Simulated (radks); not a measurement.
Problem. Calculated with a radial shooting solver on a logarithmic mesh with Libxc functionals: non-relativistic Kohn-Sham, LDA (Slater exchange, VWN5 correlation), spin-polarised, spherical densities, point nucleus; open shells are filled with parallel spins first (spin-orbit coupling, left out, can overturn this in heavy ions). Response by self-consistent Sternheimer equations with the Hartree and adiabatic LDA kernel. For heavy and open-shell atoms this level of theory can miss by tens of per cent. Rank F, F2+, Al, Cu3+, Cu+, Nb, Ti+, Fe+, Cl3+ (NIST ground configurations) by static dipole polarisability, largest first.

Solution. Nb 92.71, Al 65.65, Ti+ 43.68, Fe+ 24.38, Cu+ 7.887, Cl3+ 4.335, F 4.204, Cu3+ 1.642, F2+ 1.230 bohr^3.
